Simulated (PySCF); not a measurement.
**Working out the ionisation energy of Xe+**

Xe+ [Kr] 4d10 5s2 5p5 (2P) → Xe(2+) [Kr] 4d10 5s2 5p4 (3P). Computed with PySCF 2.14 in ANO-RCC-VTZP (7s6p4d2f1g, 68 functions), with scalar relativity by spin-free X2C-1e. Frozen: [Ar] 3d10. Energies in hartree (1 hartree = 27.21139 eV):

| part | Xe+ (lower) | Xe(2+) (upper) |
| --- | --- | --- |
| UHF | -7442.798529 | -7442.060031 |
| CCSD correlation | -0.714311 | -0.681130 |
| (T) | -0.014256 | -0.012731 |

Task: What does Hartree-Fock give?

Result: (-7442.060031) − (-7442.798529) = 0.738498 hartree = 20.096 eV.

Task: What do CCSD and CCSD(T) give?

Result: The CCSD correlation energies differ by 0.033181 hartree = 0.903 eV and the triples by 0.001525 hartree = 0.041 eV, so CCSD gives 20.999 eV and CCSD(T) 21.040 eV.

A first-order spin-orbit estimate adds -0.040 eV to CCSD(T) (valence and next inner shell), giving 21.000 eV against 20.975 eV (semi-empirical (NIST evaluation); NIST Atomic Spectra Database, ionization energies).

What remains against the reference includes basis incompleteness, the frozen core and higher excitations.
